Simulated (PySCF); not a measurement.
H4O4Re, neutral, multiplicity 4. Atoms are numbered in the order given.

```xyz
9

Re    -0.0755     0.0201    -0.0007
O      1.6547     0.8286     0.2529
H      1.6569     1.7745     0.0479
O      0.7959    -1.6824    -0.2435
H      1.7492    -1.5795    -0.3713
O     -1.3320    -0.9761     1.0002
H     -1.2337    -1.9408     0.9773
O     -0.5290     1.6515    -0.8898
H     -1.2232     1.6695    -1.5604
```
Charge 0, spin multiplicity 4.

Coordinates come from a PBE0-D3(BJ)/def2-SVP optimisation. The multiplicity is an assumed one; other spin states were not compared. The def2 effective core potentials stand for the cores of Re; spin–orbit coupling is left out. Other conformers were not sampled.

All values below come from PBE0-D3(BJ)/def2-SVP in PySCF.

Frequencies are harmonic and unscaled.

Task: Estimate the vibrational spectrum. (The exact figures need the calculation; the answer reports its results.)

Result: 
```tsv
mode	ν (cm⁻¹)	IR (km/mol)	moving atoms (share of kinetic energy)
1	77	3.5	O 85 %, H 12 %
2	104	2.0	O 72 %, Re 16 %, H 12 %
3	155	4.1	O 73 %, H 14 %, Re 13 %
4	228	4.9	O 82 %, H 15 %
5	243	16.1	O 74 %, H 17 %, Re 9 %
6	406	52.8	H 88 %, O 12 %
7	420	41.0	H 92 %, O 8 %
8	454	196.0	H 87 %, O 13 %
9	547	144.4	H 76 %, O 22 %
10	618	6.3	O 82 %, H 15 %
11	652	146.1	O 83 %, Re 11 %
12	689	190.4	O 79 %, Re 14 %
13	714	13.2	O 95 %
14	737	156.3	H 85 %, O 14 %
15	792	116.6	H 83 %, O 16 %
16	832	163.0	H 89 %, O 10 %
17	860	127.0	H 88 %, O 11 %
18	3794	114.6	H 94 %
19	3831	90.8	H 94 %
20	3843	106.0	H 94 %
21	3870	132.6	H 94 %
```
